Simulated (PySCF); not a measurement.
C3H2N3, SMILES c1n[c]ncn1, multiplicity 2. Geometry optimised at PBE-D3(BJ)/def2-SVP. The isomer is the one that the SMILES or the coordinates give; other isomers of the formula were not compared.

The numbers are results of PBE-D3(BJ)/def2-SVP (PySCF 2.14.0), not measurements.

Harmonic wavenumbers (cm⁻¹): 276, 352, 616, 688, 737, 919, 950, 979, 1113, 1164, 1169, 1261, 1366, 1389, 1511, 1564, 3094, 3097. Rotational constants (GHz): 7.003, 6.395, 3.343; symmetry number 2.

**Question.** Work out the zero-point energy and the ideal-gas rigid-rotor harmonic-oscillator thermochemistry at 298.15 K and 1 atm.

**Answer.** ZPE = ½ Σ hcν = ½ × 22244 cm⁻¹ = 31.80 kcal/mol. H − E(el) = 35.06 kcal/mol. Entropy in cal/(mol K): translation 39.06, rotation 23.80, vibration 4.32, spin 1.38, total 68.55. G − E(el) = 14.62 kcal/mol. Cp = 16.41 cal/(mol K).
